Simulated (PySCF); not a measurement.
Rows and methods have been separated. Pair them.

C5H6OS.
SMILES: `CSc1ccoc1`

The closed-shell ground state was solved 4 times with PySCF (density fitting, gas phase), always in the pcSseg-2 basis (343 functions), with these functionals: B97-2, KT3, PBE0 and wB97X-D. One conformer (not necessarily the lowest) at the PBE0-D3(BJ)/def2-TZVP geometry, without solvent, vibrations or thermal averaging.

```
row  total energy (Eh)  HOMO (eV)  LUMO (eV)  dipole (D)
  P          -667.5525      -7.80       1.94        0.91
  Q          -674.6677      -5.00      -0.72        0.89
  R          -667.5785      -5.78       0.12        0.90
  S          -667.1981      -6.02       0.16        0.90
```

Task: Which functional belongs to which row?

Result: P = wB97X-D, Q = KT3, R = B97-2, S = PBE0. By rising HOMO–LUMO gap: KT3 (GGA) 4.28 eV; B97-2 (global hybrid, 21 % exact exchange) 5.90 eV; PBE0 (global hybrid, 25 % exact exchange) 6.18 eV; wB97X-D (range-separated hybrid) 9.74 eV. Total energies of different functionals aren't bounds to one another; each is stationary for its own functional.

The values belong to the conformer `[CH3:1][S:2][c:3]1[cH:4][cH:5][o:6][cH:7]1`: C1–S2–C3–C4 -179°.

wB97X-D is run here without its empirical dispersion term; that term would change no orbital, density or response property at a fixed geometry.
